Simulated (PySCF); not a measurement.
**Molecular orbitals of FeO**

r²SCAN at R = 1.603 Å; PySCF, no relativity, basis sets Fe def2-TZVPP, O def2-TZVPP. State: ⁵Δ (quintet), unpaired electrons σ ↑, π ↑↑, δ ↑. Only the outer orbitals are listed, counted within each symmetry.

| spin | orbital | occ. | ε (eV) | on Fe (%) | main shells (%) |
| --- | --- | --- | --- | --- | --- |
| α | 8σ | 1 | -9.46 | 53 | 52 Fe d, 41 O p |
| α | 3π | 1 | -9.26 | 67 | 66 Fe d, 33 O p |
| α | 3π | 1 | -9.26 | 67 | 66 Fe d, 33 O p |
| α | 1δ | 1 | -7.77 | 100 | 100 Fe d |
| α | 1δ | 1 | -6.52 | 100 | 100 Fe d |
| α | 9σ | 1 | -6.11 | 77 | 52 Fe s, 23 O p, 22 Fe d |
| α | 4π | 1 | -5.79 | 42 | 58 O p, 32 Fe d, 9 Fe p |
| α | 4π | 1 | -5.79 | 42 | 58 O p, 32 Fe d, 9 Fe p |
| α | 10σ | 0 | -3.55 | 74 | 28 Fe s, 27 Fe p, 26 O p |
| α | 5π | 0 | -0.23 | 95 | 88 Fe p |
| α | 5π | 0 | -0.23 | 95 | 88 Fe p |
| β | 8σ | 1 | -8.38 | 26 | 69 O p, 24 Fe d |
| β | 3π | 1 | -7.13 | 29 | 70 O p, 27 Fe d |
| β | 3π | 1 | -7.13 | 29 | 70 O p, 27 Fe d |
| β | 1δ | 1 | -4.80 | 100 | 100 Fe d |
| β | 9σ | 0 | -3.37 | 90 | 51 Fe s, 38 Fe d, 9 O p |
| β | 4π | 0 | -2.51 | 79 | 71 Fe d, 21 O p |
| β | 4π | 0 | -2.51 | 79 | 71 Fe d, 21 O p |

Question: Which are the highest filled and the lowest empty level, where do they sit, and how wide is the gap?

Answer: Highest filled β 1δ at -4.80 eV (in %: 100 Fe d); lowest empty α 10σ at -3.55 eV (in %: 28 Fe s, 27 Fe p, 26 O p); the gap at r²SCAN is 1.25 eV.

```json
{"bond order (Mayer)": "2.12", "⟨S²⟩": "6.036", "charge on Fe (Mulliken, basis-dependent)": "0.58", "charge on Fe (Löwdin, basis-dependent)": "0.23", "dipole moment (positive dipole means Fe(−)O(+))": "-4.48 D"}
```

The state is the lowest single determinant that the PBE0 search found; with open d or f shells the true ground state can be another one.
